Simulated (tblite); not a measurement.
C6H3ClFO (doublet state).
Bonds: O1–C2, C2–C3 (aromatic), C3–F4, C3–C5 (aromatic), C5–C6 (aromatic), C6–C7 (aromatic), C7–C8 (aromatic), C8–Cl9, C2–C8 (aromatic). Hydrogens: H10 on C5; H11 on C6; H12 on C7.
Bond orders are those of one Lewis drawing.

Computed with GFN2-xTB (tblite), gas phase: L-BFGS steps from a force-field or distance-geometry start until the largest atomic force falls under 0.01 eV/Å.

Step 10: E = -752.6147 eV
```
atom  x, y, z in Å  |  force x, y, z in eV/Å
O1      2.3523    1.2181   -0.0020   -0.003   0.013  -0.008
C2      1.2583    0.6645   -0.0033    0.015  -0.026   0.026
C3     -0.0137    1.3864    0.0188    0.032  -0.026  -0.013
F4      0.0559    2.7209    0.0360   -0.005  -0.033   0.004
C5     -1.2330    0.7705    0.0199    0.024  -0.017   0.004
C6     -1.2989   -0.6263   -0.0019    0.002  -0.018  -0.002
C7     -0.1422   -1.3963   -0.0225   -0.002   0.028   0.001
C8      1.0952   -0.7931   -0.0210   -0.012   0.002  -0.015
Cl9     2.5176   -1.7272   -0.0448   -0.013   0.066   0.002
H10    -2.1309    1.3711    0.0385    0.023  -0.042  -0.006
H11    -2.2602   -1.1145   -0.0038   -0.015   0.017   0.003
H12    -0.1993   -2.4747   -0.0398   -0.046   0.036   0.004
```

Step 11: E = -752.6151 eV
```
atom  x, y, z in Å  |  force x, y, z in eV/Å
O1      2.3527    1.2182   -0.0021    0.018   0.010  -0.006
C2      1.2595    0.6640   -0.0030   -0.031  -0.019   0.019
C3     -0.0128    1.3858    0.0185    0.003  -0.021  -0.007
F4      0.0568    2.7209    0.0362   -0.008  -0.057   0.003
C5     -1.2326    0.7699    0.0201    0.041  -0.009  -0.002
C6     -1.2995   -0.6272   -0.0021    0.000   0.011   0.002
C7     -0.1425   -1.3962   -0.0225    0.000   0.016   0.000
C8      1.0954   -0.7938   -0.0211   -0.027   0.032  -0.011
Cl9     2.5185   -1.7237   -0.0448    0.008   0.034   0.001
H10    -2.1309    1.3699    0.0382    0.028  -0.037  -0.004
H11    -2.2619   -1.1143   -0.0036    0.003   0.018   0.002
H12    -0.2014   -2.4741   -0.0397   -0.036   0.022   0.003
```

Question: Estimate the geometry and energy of step 12. (The exact step hangs on the optimiser's Hessian estimate; all steps are aligned on step 11, rigid shifts and turns removed.)

Answer: E = -752.6154 eV, largest force 0.058 eV/Å
```
atom  x, y, z in Å  |  force x, y, z in eV/Å
O1      2.3530    1.2182   -0.0024    0.025   0.003  -0.001
C2      1.2601    0.6632   -0.0023   -0.046   0.004   0.004
C3     -0.0119    1.3848    0.0181   -0.006  -0.008   0.003
F4      0.0577    2.7200    0.0364   -0.010  -0.057   0.001
C5     -1.2317    0.7690    0.0203    0.022   0.006  -0.007
C6     -1.3001   -0.6276   -0.0023    0.006   0.010   0.005
C7     -0.1430   -1.3961   -0.0226   -0.001   0.017  -0.001
C8      1.0951   -0.7938   -0.0215   -0.033   0.035  -0.003
Cl9     2.5196   -1.7195   -0.0448    0.024   0.003   0.000
H10    -2.1305    1.3681    0.0378    0.030  -0.026  -0.003
H11    -2.2631   -1.1137   -0.0034    0.012   0.017   0.001
H12    -0.2041   -2.4732   -0.0395   -0.023  -0.003   0.001
```

The energy changes by -0.0004 eV. The first-order estimate −F·Δx gives -0.0005 eV and the mean of the old and new forces, exact on a quadratic surface, -0.0003 eV. The step makes an angle of 51° with the force vector and moves no atom by more than 0.004 Å.

The cost below is that of the whole relaxation. The run took 0.12 s wall on one thread, Arm Neoverse V1 (aarch64), shared host.
